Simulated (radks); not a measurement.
Question: These are the eigenvalues of the occupied orbitals of an atom or ion with whole-number occupations (eV). All-electron calculation, scalar-relativistic Kohn-Sham, SOGGA, spin-polarised, spherical densities, point nucleus. Program: a radial shooting solver on a logarithmic mesh with Libxc functionals.

1s up: -2813.084
1s down: -2812.823
2s up: -315.8090
2s down: -315.5419
2p up: -255.3574
2p down: -254.9986
3s up: -74.4456
3s down: -72.4560
3p up: -60.2092

Which element is it, and in what charge state? The configuration may be excited. Open shells, if any, are filled with parallel spins first.

Answer: Z = 17, chlorine, charge +4: Cl4+ in [Ne] 3s2 3p1. The list shows which subshells hold electrons but not how many an open one holds; the 1s level, -103.38 hartree, gives Z - s = 14.4 by -(Z - s)^2/2, which with screening and relativity narrows Z to a few neighbours, and the depths of the outer levels then fix element, charge and occupations together.
